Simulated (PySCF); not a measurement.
## Group charges in `CN(C)[SiH2][SiH]([SiH3])[SiH3]`

Species: C2H15NSi4.
SMILES with atom numbers: `[CH3:1][N:2]([CH3:3])[SiH2:4][SiH:5]([SiH3:6])[SiH3:7]` (hydrogens: H8, H9, H10 on C1; H11, H12, H13 on C3; H14, H15 on Si4; H16 on Si5; H17, H18, H19 on Si6; H20, H21, H22 on Si7)

Structure used (GFN2-xTB), in Å, numbered top down from 1:
```xyz
22
C2H15NSi4 angstrom
C      2.7179    1.1761   -0.8943
N      1.6950    0.3115   -0.3659
C      2.2068   -0.5574    0.6607
Si     0.3007   -0.1064   -1.2870
Si    -1.3860   -0.7018    0.1935
Si    -1.4166    0.5399    2.1657
Si    -3.4376   -0.7480   -0.8943
H      3.5334    0.6086   -1.3600
H      2.2877    1.8379   -1.6404
H      3.1426    1.7822   -0.0885
H      2.6375    0.0371    1.4726
H      1.4064   -1.1721    1.0664
H      2.9926   -1.2205    0.2755
H      0.5668   -1.1093   -2.3437
H     -0.0073    1.1356   -2.0090
H     -1.1419   -2.1084    0.6136
H     -2.4241    0.0784    3.1266
H     -0.1477    0.5315    2.9004
H     -1.7258    1.9476    1.8983
H     -3.5152   -1.7581   -1.9527
H     -4.5650   -1.0200    0.0007
H     -3.7307    0.5349   -1.5390
```

Atomic charges (e) from the PBE0/pcSseg-1 density (PySCF):

| atom | Mulliken | IAO | Hirshfeld | ESP-fitted |
| --- | --- | --- | --- | --- |
| C1 | -0.0661 | -0.2957 | -0.0679 | -0.4111 |
| N2 | -0.7884 | -0.5022 | -0.1744 | -0.1184 |
| C3 | -0.0806 | -0.2928 | -0.0703 | -0.3299 |
| Si4 | +0.6109 | +0.6282 | +0.2733 | +0.3696 |
| Si5 | -0.4448 | -0.0388 | +0.0833 | -0.0945 |
| Si6 | +0.2915 | +0.3172 | +0.2146 | +0.2309 |
| Si7 | +0.2742 | +0.3115 | +0.2096 | +0.2612 |
| H8 | +0.0976 | +0.1174 | +0.0326 | +0.1398 |
| H9 | +0.1184 | +0.1464 | +0.0453 | +0.1466 |
| H10 | +0.1095 | +0.1353 | +0.0402 | +0.1362 |
| H11 | +0.1142 | +0.1353 | +0.0389 | +0.1264 |
| H12 | +0.1384 | +0.1365 | +0.0376 | +0.1259 |
| H13 | +0.1007 | +0.1182 | +0.0325 | +0.1132 |
| H14 | -0.0825 | -0.1449 | -0.0912 | -0.1070 |
| H15 | -0.0894 | -0.1222 | -0.0827 | -0.1027 |
| H16 | +0.0276 | -0.0719 | -0.0773 | -0.0349 |
| H17 | -0.0529 | -0.0950 | -0.0735 | -0.0632 |
| H18 | -0.0596 | -0.0946 | -0.0704 | -0.0736 |
| H19 | -0.0573 | -0.0991 | -0.0765 | -0.0794 |
| H20 | -0.0514 | -0.0934 | -0.0724 | -0.0769 |
| H21 | -0.0535 | -0.0948 | -0.0739 | -0.0748 |
| H22 | -0.0565 | -0.1006 | -0.0773 | -0.0834 |

Cut each of the bonds C1–N2, N2–Si4, Si5–Si4 and Si6–Si5 in turn and sum the charges on the side of the atom named first.

In e; the other side holds the opposite charge:

| bond cut | piece | atoms | Mulliken | IAO | Hirshfeld | ESP-fitted |
| --- | --- | --- | --- | --- | --- | --- |
| C1–N2 | CH3 | 4 | +0.259 | +0.103 | +0.050 | +0.012 |
| N2–Si4 | C2H6N | 9 | -0.256 | -0.302 | -0.086 | -0.071 |
| Si5–Si4 | Si3H7 | 10 | -0.183 | -0.059 | -0.014 | -0.089 |
| Si6–Si5 | SiH3 | 4 | +0.122 | +0.028 | -0.006 | +0.015 |

Extremes among these pieces. Mulliken: lowest C2H6N at N2, highest CH3 at C1; IAO: lowest C2H6N at N2, highest CH3 at C1; Hirshfeld: lowest C2H6N at N2, highest CH3 at C1; ESP-fitted: lowest Si3H7 at Si5, highest SiH3 at Si6.

Do the schemes agree better on the pieces than on the single atoms at the cuts?

The spread between schemes averages 0.194 e for the pieces and 0.411 e for the atoms named first; it is smaller for the piece at 3 of the 4 cuts. On average they agree better on the pieces.

The structure is a single GFN2-xTB conformer in the gas phase; no vibrational or solvent corrections.
